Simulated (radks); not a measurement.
Trend from K4+ to Kr4+: ionisation energy by Delta-SCF between NIST ground configurations, and size. Method: scalar-relativistic Kohn-Sham, BLYP, spin-polarised, spherical densities, finite nucleus; open shells are filled with parallel spins first; Fermi nuclear charge, rms radius of each element as measured or else 0.836 A^(1/3) + 0.57 fm; computed with a radial shooting solver on a logarithmic mesh with Libxc functionals.

species      configuration  configuration of the ion  IE (eV)  NIST (eV)       kind  outermost  <r> outermost (bohr)
K4+           [Ne] 3s2 3p3              [Ne] 3s2 3p2   81.725       82.7  semi-emp.         3p                  1.23
Ca4+          [Ne] 3s2 3p4              [Ne] 3s2 3p3   84.108       84.3  semi-emp.         3p                  1.17
Sc4+          [Ne] 3s2 3p5              [Ne] 3s2 3p4   91.693      91.95  semi-emp.         3p                  1.09
Ti4+                  [Ar]              [Ne] 3s2 3p5   99.173      99.30       exp.         3p                  1.03
V4+               [Ar] 3d1                      [Ar]   65.500     65.282       exp.         3d                  1.08
Cr4+              [Ar] 3d2                  [Ar] 3d1   69.206      69.46  semi-emp.         3d                  1.02
Mn4+              [Ar] 3d3                  [Ar] 3d2   72.749       72.4  semi-emp.         3d                 0.962
Fe4+              [Ar] 3d4                  [Ar] 3d3   76.157       75.0  semi-emp.         3d                 0.913
Co4+              [Ar] 3d5                  [Ar] 3d4   79.452       79.5  semi-emp.         3d                 0.870
Ni4+              [Ar] 3d6                  [Ar] 3d5   76.520       76.1  semi-emp.         3d                 0.856
Cu4+              [Ar] 3d7                  [Ar] 3d6   80.196         80  semi-emp.         3d                 0.816
Zn4+              [Ar] 3d8                  [Ar] 3d7   83.759         83  semi-emp.         3d                 0.780
Ga4+              [Ar] 3d9                  [Ar] 3d8   87.214       86.0  semi-emp.         3d                 0.747
Ge4+             [Ar] 3d10                  [Ar] 3d9   90.568      90.50       exp.         3d                 0.718
As4+         [Ar] 3d10 4s1                 [Ar] 3d10   64.231       62.8       exp.         4s                  1.67
Se4+         [Ar] 3d10 4s2             [Ar] 3d10 4s1   68.362       68.3  semi-emp.         4s                  1.59
Br4+     [Ar] 3d10 4s2 4p1             [Ar] 3d10 4s2   59.182      59.60       exp.         4p                  1.69
Kr4+     [Ar] 3d10 4s2 4p2         [Ar] 3d10 4s2 4p1   64.108       64.7  semi-emp.         4p                  1.59

Reference values: NIST Atomic Spectra Database (exp. = measured, semi-emp. = semi-empirical, theory = theoretical value adopted there). Open shells are spherical and high-spin; term and fine-structure splittings are not resolved.
